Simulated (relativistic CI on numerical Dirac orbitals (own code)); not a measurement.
# d1 to d9 in one octahedral field

Computed with a parametric ligand-field model without spin-orbit coupling, by exact diagonalisation: B = 660, C = 2640, 10Dq = 16700 cm⁻¹ (Oh; |10Dq|/B = 25.3) for every shell. Energies in cm⁻¹; the field energy is (0.6 n_e − 0.4 n_t2) × 10Dq of the ground term; g labels are left out.

| Shell | Ground term | Electrons in e | Field energy | First spin-allowed bands | Lowest term of other spin |
| --- | --- | --- | --- | --- | --- |
| d1 | 2T2 | 0.000 | -6680 | 2E 16700 |  |
| d2 | 3T1 | 0.028 | -12892 | 3T2 15393, 3T1 23985 | 1T2 9593 |
| d3 | 4A2 | 0.000 | -20040 | 4T2 16700, 4T1 23320 | 2E 12782 |
| d4 | 3T1 | 0.041 | -26043 | 3E 14476, 3T1 15147 | 5E 598 |
| d5 | 6A1 | 2.000 | 0 | none | 2T2 826 |
| d6 | 1A1 | 0.051 | -39235 | 1T1 15095, 1T2 23235 | 3T1 9341 |
| d7 | 2E | 1.039 | -29412 | 2T1 14946, 2T2 15471 | 4T1 3832 |
| d8 | 3A2 | 2.000 | -20040 | 3T2 16700, 3T1 23320 | 1E 10407 |
| d9 | 2E | 3.000 | -10020 | 2T2 16700 |  |

Low spin: d4, d6, d7; the other shells keep the spin of the free ion. Only d4 to d7 can choose; the field needed to pair spins is smallest for d6 and largest for d5, which loses most exchange energy. In the strong-field picture 10Dq must exceed about 6B + 5C = 17160 (d4), 7.5B + 5C = 18150 (d5), 2.5B + 4C = 12210 (d6) and 4B + 4C = 13200 (d7); mixing of terms shifts these bounds somewhat.
